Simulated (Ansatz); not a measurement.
CH9As3Sn (SMILES [CH3][Sn]([AsH2])([AsH2])[AsH2]), singlet, at a GFN2-xTB geometry (such geometries of metal compounds can be far from the true shape) (core potentials on Sn); PBE0/def2-SVP in Ansatz (a first-principles code).

Ansatz was given this input:
Ansatz 0.2 input:
```yaml
crystal:
  periodic: [false, false, false]
  atoms:
    - {symbol: C, position_ang: [0.18816507, -2.23818085, 1.13396253]}
    - {symbol: Sn, position_ang: [0.03141329, -0.27685877, 0.11901162]}
    - {symbol: As, position_ang: [-0.67838987, 1.41099156, 2.02693339]}
    - {symbol: As, position_ang: [2.44819982, 0.19848049, -0.86044048]}
    - {symbol: As, position_ang: [-1.87374175, -0.66295351, -1.66739884]}
    - {symbol: H, position_ang: [-0.59801066, -2.35913266, 1.87227624]}
    - {symbol: H, position_ang: [0.10429769, -3.04735254, 0.41524693]}
    - {symbol: H, position_ang: [1.14344555, -2.33667762, 1.63894025]}
    - {symbol: H, position_ang: [0.57311997, 2.22688973, 1.85849565]}
    - {symbol: H, position_ang: [-1.36533915, 2.31215374, 1.03798946]}
    - {symbol: H, position_ang: [3.02063361, 0.16902275, 0.52844858]}
    - {symbol: H, position_ang: [2.73518747, -1.26665148, -0.98491857]}
    - {symbol: H, position_ang: [-2.92616661, -0.46782487, -0.61318554]}
    - {symbol: H, position_ang: [-1.95707277, 0.80648428, -1.97775373]}
basis:
  gaussian:
    orbitals: def2-SVP
hamiltonian:
  xc: pbe0
```

Output, abridged:

```
Functional definition: PBE0
1898 factors; integrals over basis functions are off by at most 1.2e-3 eV
mean field evaluation 1: about -189488.1337 eV, gradient 4.6e1 eV
mean field evaluation 2: about -189484.0034 eV, gradient 5.6e1 eV
mean field evaluation 4: about -189493.3504 eV, gradient 2.1e0 eV
mean field evaluation 8: about -189493.4560 eV, gradient 1.6e-1 eV
mean field evaluation 16: about -189493.4561 eV, gradient 8.3e-5 eV
mean field -189493.45608299 eV, -6963.7560677722 hartree, gradient 2.8e-5 eV, S^2 0.000000; 0 other end points of the search recorded, 0 dependent functions left out
reference -189493.45611429 eV, -6963.7560689226 hartree; 68, 68 occupied and 113, 113 virtual orbitals, 1898 factors
Total energy: -189493.45611429 eV, -6963.7560689226 hartree
```
